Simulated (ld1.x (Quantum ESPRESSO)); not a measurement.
# Ir, RRKJ: configuration errors across variants

ld1.x (Quantum ESPRESSO) 7.5 input, shortened:

```
&input
   title='Ir', zed=77., rel=1, dft='PZ', iswitch=3,
   config='[Xe] 4f14 5d6 5f-2 6s0 6p0'
 /
 &inputp
   pseudotype=2, tm=.false., lloc=0,
   nlcc=.true., rcore=0.85
 /
4
5P  2  1   6.00   0.00  2.00  2.00  0.0
5D  3  2   6.00   0.00  2.30  2.30  0.0
5F  4  3  -2.00   0.10  2.45  2.45  0.0
5S  1  0   2.00   0.00  1.10  1.10  0.0
 &test
   configts(1)='5s2 5p6 5d6 6s0 6p0'
 /
```

All-electron excitation energies from the reference (eV): (1) 5s2 5p6 5d7 6s2 6p0 -58.877; (2) 5s2 5p6 5d7 6s1 6p0 -48.692; (3) 5s2 5p6 5d7 6s0 6p0 -30.842; (4) 5s2 5p6 5d7 6s1 6p1 -53.469; (5) 5s2 5p5 5d7 6s2 6p0 2.317; (6) 5s1 5p6 5d7 6s2 6p0 46.300; (7) 5s2 5p6 5d7.5 6s1.5 6p0 -59.135; (8) 5s2 5p6 5d6 6s0 6p0 spin -2.503; (9) 5s2 5p6 5d7 6s2 6p0 spin -60.029.

Spin tests fill each open shell by Hund’s rule, majority spin first.

Errors AE − PS in meV (a dash: test not solved or not reliable):

| change | (1) | (2) | (3) | (4) | (5) | (6) | (7) | (8) | (9) | bound ghosts |
| --- | --- | --- | --- | --- | --- | --- | --- | --- | --- | --- |
| base | +357 | +223 | +15 | +269 | +359 | +368 | +254 | +131 | +411 | none |
| all radii but the core radius scaled by about 0.76 (s 0.84, p 1.52, d 1.74, f 1.86 bohr) | +412 | +252 | +4.7 | +257 | +526 | +508 | +291 | +48 | +429 | none |
| all radii but the core radius scaled by about 0.88 (s 0.96, p 1.76, d 2.02, f 2.14 bohr) | +240 | +148 | +7.3 | +191 | +216 | +224 | +170 | +74 | +270 | none |
| all radii but the core radius scaled by about 0.95 (s 1.04, p 1.90, d 2.20, f 2.34 bohr) | +247 | +154 | +11 | +207 | +200 | +216 | +176 | +106 | +290 | none |
| all radii but the core radius scaled by about 1.14 (s 1.26, p 2.28, d 2.62, f 2.80 bohr) | +934 | +588 | +39 | +522 | +1276 | +1196 | +672 | +187 | +1007 | none |
| all radii but the core radius scaled by about 1.18 (s 1.30, p 2.36, d 2.72, f 2.90 bohr) | +1134 | +721 | +58 | +609 | +1591 | +1477 | +825 | +212 | +1216 | none |
| all radii but the core radius scaled by about 1.39 (s 1.54, p 2.78, d 3.20, f 3.42 bohr) | +4116 | +2617 | +167 | +1910 | +6144 | +6096 | +3069 | +174 | +4157 | none |

Q: Give the same row for: all radii but the core radius scaled by about 1.29 (s 1.42, p 2.58, d 2.96, f 3.16 bohr).

A: +2471, +1564, +102, +1185, +3679, +3537, +1813, +202, +2536; bound ghosts: none.
